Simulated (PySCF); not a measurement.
PbI, SMILES [I][Pb] (connectivity only; charge and spin as stated), neutral, multiplicity 2.

Geometry: B3LYP-D3(BJ)/def2-TZVP. The spin state was assumed, not searched. The def2 effective core potentials stand for the cores of I, Pb; spin–orbit coupling is left out.

These are PBE0/def2-TZVPD (PySCF) values and carry that method's errors.

Gas-phase values at a fixed geometry.

The total energy is -490.64083 hartree and the point group comes out as C∞v. The α spin, highest occupied and lowest empty level comes out as -4.90 and -3.21 eV and the β spin, highest occupied and lowest empty level is -7.29 and -2.88 eV. The dipole moment is 0.697 e·Å and the ⟨S²⟩ comes out as 0.754 (pure state 0.75).
